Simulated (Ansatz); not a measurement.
ClGaH$_{6}$O$_{2}$Si$_{2}$, SMILES `[SiH3][O][Ga]([Cl])[O][SiH3]`. Total charge 0; spin multiplicity 1. All single points use the PBE0-D4/def2-TZVP geometry. It is one conformer, not always the lowest.

```xyz
12

Si    0.481   -0.035    2.114
O     0.962   -1.141    1.005
Ga    0.710   -1.508   -0.696
Cl    1.537   -3.266   -1.508
O    -0.220   -0.434   -1.732
Si   -0.950    1.031   -1.654
H    -0.899    0.442    1.818
H     0.500   -0.673    3.454
H     1.399    1.134    2.108
H    -0.210    1.940   -0.734
H    -0.964    1.622   -3.015
H    -2.344    0.888   -1.160
```

Problem. What is the dipole moment at r2SCAN/def2-TZVPP? (An estimate is asked.)

Solution. Ansatz gave: 0.80 D, with components (-0.31, 0.67, 0.31) D in this frame, pointing from negative to positive charge.

Problem. And with PBE, B3LYP, ωB97M-V? (Best estimate.)

Solution. The calculation gave: PBE 0.74 D, B3LYP 0.86 D, ωB97M-V 0.80 D.

Problem. Give the Mulliken charges with r2SCAN, B3LYP, PBE in def2-TZVPP. (Best estimate.)

Solution. The calculation gave: 
| atom | r2SCAN | B3LYP | PBE |
| --- | --- | --- | --- |
| Si1 | 0.42 | 0.39 | 0.32 |
| O2 | -0.42 | -0.39 | -0.31 |
| Ga3 | 0.68 | 0.65 | 0.54 |
| Cl4 | -0.22 | -0.21 | -0.19 |
| O5 | -0.42 | -0.39 | -0.31 |
| Si6 | 0.42 | 0.39 | 0.32 |
| H7 | -0.07 | -0.07 | -0.06 |
| H8 | -0.08 | -0.07 | -0.06 |
| H9 | -0.08 | -0.07 | -0.06 |
| H10 | -0.07 | -0.07 | -0.06 |
| H11 | -0.08 | -0.07 | -0.06 |
| H12 | -0.08 | -0.07 | -0.06 |

B3LYP here is the variant with VWN-RPA as its local correlation; programs differ in this.
